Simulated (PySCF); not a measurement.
Compound: C6H10Si.
Numbering: `[CH2:1]=[CH:2][C@@H:3]1[SiH2:4][C@H:5]1[CH:6]=[CH2:7]` (hydrogens: H8, H9 on C1; H10 on C2; H11 on C3; H12, H13 on Si4; H14 on C5; H15 on C6; H16, H17 on C7)

Level of theory: PySCF, TDDFT PBE0/def2-SVPD, vertical, gas phase, core orbitals frozen in the response. One conformer (not necessarily the lowest) at the GFN2-xTB geometry, without solvent, vibrations or thermal averaging. Torsions of this conformer, `[CH2:1]=[CH:2][C@@H:3]1[SiH2:4][C@H:5]1[CH:6]=[CH2:7]`: C1–C2–C3–Si4 48°, Si4–C5–C6–C7 47°.

Computed states:

```csv
state,E (eV),f
S1,4.94,0.111
S2,5.15,0.071
S3,5.53,0.195
S4,6.05,0.0076
S5,6.07,0.051
S6,6.27,0.0092
```

Broadening: Gaussians 0.3 eV wide at half height, area fixed by f = 4.319×10⁻⁹ ∫ε dν̃. The width is an assumption, not a result. The curve ends short of the highest state used, and states not computed would add to its high-energy end.

Problem. What does the envelope look like, and where are its maxima?

Solution. 
E (eV), ε (L mol⁻¹ cm⁻¹) and a bar:
```
     4.49         20 
     4.52         44 
     4.54         74 
     4.57        150 
     4.60        289 
     4.63        526 #
     4.65        761 #
     4.68       1266 ##
     4.71       1993 ###
     4.74       2973 #####
     4.76       3769 ######
     4.79       5145 #########
     4.82       6671 ###########
     4.84       7712 #############
     4.87       9206 ################
     4.90      10492 ##################
     4.93      11458 ####################
     4.95      11890 ####################
     4.98      12212 #####################
     5.01      12174 #####################
     5.04      11840 ####################
     5.06      11490 ####################
     5.09      10822 ##################
     5.12      10028 #################
     5.15       9156 ################
     5.17       8560 ###############
     5.20       7704 #############
     5.23       6996 ############
     5.26       6578 ###########
     5.28       6533 ###########
     5.31       6908 ############
     5.34       7872 #############
     5.37       9397 ################
     5.39      10661 ##################
     5.42      12752 ######################
     5.45      14798 #########################
     5.47      15968 ###########################
     5.50      17198 #############################
     5.53      17595 ##############################
     5.56      17065 #############################
     5.58      16225 ############################
     5.61      14371 ########################
     5.64      12053 #####################
     5.67       9580 ################
```

Maxima: 248 nm (4.99 eV), ε about 12000, made up of S1 (75%) and S2 (25%); 224 nm (5.53 eV), ε about 18000, made up of S3 (100%) (ε in L mol⁻¹ cm⁻¹; maxima over ε = 5, shares over 10%).

Problem. On this curve, what absorbance would a 10⁻³ mol/L sample give at 254 nm over a 1 cm path?

Solution. 254 nm is 4.881 eV, where ε is about 9700 L mol⁻¹ cm⁻¹, so A = ε c l ≈ 9.7 (Beer–Lambert, with the gas-phase spectrum and the assumed width).

Problem. Coming from long wavelengths, where does ε first pass 100 L mol⁻¹ cm⁻¹?

Solution. At about 272 nm (4.55 eV), 0.39 eV below S1.

Problem. What would ε be at 5.53 eV, the highest of these maxima, with half the width (0.15 eV)?

Solution. About 35100 L mol⁻¹ cm⁻¹ against 17600, a factor of about 1.99; a lone state at its own centre would give exactly 2.

Time: 36 s of wall time; peak memory 0.87 GiB. Hardware: one thread of an Arm Neoverse V1, shared host with 32 logical CPUs at a one-minute load of 14.
